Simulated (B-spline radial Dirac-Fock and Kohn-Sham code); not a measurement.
# How the levels of carbon move as electrons are removed

Calculated with a radial B-spline solver, using Dirac-Fock ΔSCF + Breit + QED. Each ion is free and in its tabulated ground configuration. Correlation energy is missing from these numbers.

Reference: C, [He] 2s2 2p2, with K 297.0 eV. Shifts from it, in eV (a dash: the subshell is empty, belongs to an open shell averaged over j, or its hole state is left out as unreliable):

| ion | configuration | K |
| --- | --- | --- |
| C⁺ | [He] 2s2 2p1 | +18.7 |
| C²⁺ | [He] 2s2 | +42.4 |
| C³⁺ | [He] 2s1 | – |
| C⁴⁺ | 1s2 | ? |
| C⁵⁺ | 1s1 | +193.0 |

Problem. Give the missing shifts for C⁴⁺.

Solution. K +93.9 (eV).
